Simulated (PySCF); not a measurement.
Compound: C₅H₇ClO.
SMILES: `C[C@H]1CC=C(Cl)O1`

Theory: TDDFT CAM-B3LYP/def2-SVPD, vertical, gas phase, core orbitals frozen in the response in PySCF. Geometry: GFN2-xTB; no solvent, vibrations or thermal averaging.

```
state  λ (nm)  E (eV)       f  |μ| (D)  main configurations (H = HOMO, L = LUMO)
   S1   204.7    6.06   0.010     0.67                    H→L (82%), H→L+3 (10%)
   S2   197.7    6.27  0.0051     0.46     H→L+2 (58%), H→L+1 (19%), H→L+8 (10%)
   S3   196.5    6.31   0.188     2.80                  H→L+1 (76%), H→L+2 (17%)
   S4   178.4    6.95  0.0060     0.48                  H→L+3 (52%), H→L+4 (28%)
   S5   171.8    7.22   0.017     0.79     H→L+4 (62%), H→L+3 (12%), H→L+5 (11%)
   S6   169.8    7.30  0.0014     0.23                  H→L+5 (65%), H→L+3 (18%)
   S7   157.7    7.86   0.010     0.59                  H→L+6 (59%), H→L+8 (22%)
   S8   152.9    8.11   0.020     0.81                  H→L+8 (59%), H→L+6 (29%)
```

Triplets (Tamm–Dancoff): T1 4.00 eV, H→L+1 (75%); T2 5.91 eV, H→L+2 (41%), H→L (27%); T3 6.00 eV, H→L (46%), H→L+2 (22%), H→L+1 (14%).

The lowest singlet lies at 6.06 eV (205 nm, ultraviolet) and is weak; its leading configuration is HOMO→LUMO (82%). The most intense listed level is S3 at 6.31 eV (196 nm, f = 0.188), 0.25 eV above S1. Löwdin shares by element: HOMO carbon 51% or more, oxygen 20%, chlorine 9% (atoms not listed hold the other 19%); LUMO carbon 36% or more, hydrogen 9% or more (atoms not listed hold the other 55%). Orbital energies (eV): HOMO-3 -11.21, HOMO-2 -10.61, HOMO-1 -10.41, HOMO -7.70, LUMO 1.24, LUMO+1 1.59, LUMO+2 1.68. The listed states span 2.05 eV, and the widest gap between neighbours is 0.64 eV (S3 to S4). The oscillator strengths of these states sum to 0.258; summed over the whole spectrum of an exact calculation they would give the number of electrons, 62 (Thomas–Reiche–Kuhn). The window holds the lowest 8 singlets.

The run took 35 s wall on one thread, Arm Neoverse V1 (aarch64), shared host with 64 logical CPUs at a one-minute load of 20, and the process peaked at 0.92 GiB of memory.
